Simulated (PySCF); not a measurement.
# AlH5O3Si: adiabatic energies of losing or gaining an electron at several levels

Coordinates in Å; atoms count from 1 in this order:
```
Al    0.4750   -0.5323    1.0126
O    -0.0395   -1.8693    1.9486
O     1.8549    0.3570    1.4868
O    -0.3605   -0.0546   -0.3938
Si   -0.7606    0.8795   -1.7075
H    -0.8203   -2.3914    1.7030
H     2.3541    0.1082    2.2815
H    -1.9134    0.2451   -2.4389
H    -1.1750    2.2626   -1.2770
H     0.3987    1.0019   -2.6616
```

All levels share the BP86-D3(BJ)/def2-SVP structures and the GFN2-xTB thermal terms; only the single-point energies (PySCF) change. Values are adiabatic energies of losing or gaining an electron (0 K, eV).

| level | ionisation energy to the radical cation |
| --- | --- |
| BP86-D3(BJ)/ma-def2-SVP | 9.70 |
| B3LYP-D3(BJ)/ma-def2-SVP | 10.13 |

The spread: 0.43 eV, from 9.70 to 10.13.

Caveats: ma-def2-SVP is a small basis, whose errors can reach tens of kJ/mol.
